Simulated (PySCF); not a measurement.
From one molecule to another.

First species: C3H5FSSi.
Numbering: `[F:1][Si@@H:2]1[CH2:3][CH:4]=[CH:5][S:6]1` (hydrogens: H7 on Si2; H8, H9 on C3; H10 on C4; H11 on C5)

Second species: C₃H₅FSSi.
SMILES with atom numbers: `[F:1][CH2:2][C:3]1=[CH:4][SiH2:5][S:6]1` (hydrogens: H7, H8 on C2; H9 on C4; H10, H11 on Si5)

Structure used (GFN2-xTB), in Å, numbered top down from 1:
```
atom  x, y, z in Å
F1    -2.343    0.455   -1.057
C2    -1.852   -0.069    0.111
C3    -0.368   -0.063    0.129
C4     0.522    0.359   -0.786
Si5    2.093   -0.045    0.141
S6     0.488   -0.693    1.540
H7    -2.236   -1.093    0.199
H8    -2.251    0.536    0.935
H9     0.266    0.788   -1.739
H10    2.854   -1.216   -0.259
H11    2.832    1.042    0.762
```

Levels: PBE0/def2-SVPD for dipole moment, HOMO energy, LUMO energy, HOMO–LUMO gap, static isotropic polarisability and electronic spatial extent ⟨r²⟩ about the centre of nuclear charge; TDDFT PBE0/def2-SVPD for lowest singlet excitation; TDA PBE0/def2-SVPD for lowest triplet excitation (Tamm–Dancoff); GFN2-xTB for rotational constant A and rotational constant C. Geometries: GFN2-xTB. Each species is one conformer at its optimised geometry, gas phase, non-relativistic unless stated; the electronic structure was computed with PySCF and density fitting.

Dipoles, sizes and rotational constants follow the conformer. The torsions of the flexible species, by atom-mapped SMILES:
- `[F:1][CH2:2][C:3]1=[CH:4][SiH2:5][S:6]1`: F1–C2–C3–C4 0°

Q: Which has the higher S1 energy?

A: The first: 5.25 eV against 4.34 eV, a difference of 0.91 eV.

Q: Which has the higher static isotropic polarisability?

A: The second: 80.7 au against 75.5 au, a difference of 5.2 au.

Q: Which of the two has the higher dipole moment, and by how much?

A: The first: 2.50 D against 1.31 D, a difference of 1.19 D.

Q: Which has the higher ⟨r²⟩?

A: The second: 937 bohr² against 781 bohr², a difference of 156 bohr².

Q: Which has the higher rotational constant C?

A: The first: 1.548 GHz against 1.175 GHz, a difference of 0.373 GHz.

Q: Which has the higher T1 energy?

A: The first: 3.86 eV against 3.52 eV, a difference of 0.34 eV.

Q: Which has the higher HOMO energy?

A: The second: -6.49 eV against -6.61 eV, a difference of 0.12 eV.

Q: Which of the two has the higher HOMO–LUMO gap, and by how much?

A: The first: 6.39 eV against 5.66 eV, a difference of 0.73 eV.

On the first: The principal polarisabilities are 57.5, 81.8 and 87.0 au; their mean is the isotropic value. The dipole equals about 8.4 × 10⁻³⁰ C·m (1 D = 3.33564 × 10⁻³⁰ C·m).

On the second: S1 lies 1.32 eV below the HOMO–LUMO gap; its leading configuration is HOMO→LUMO, weight 0.98. No computed singlet falls in the visible range (750 to 380 nm, 1.65 to 3.26 eV); S1 lies 1.08 eV above its blue end.
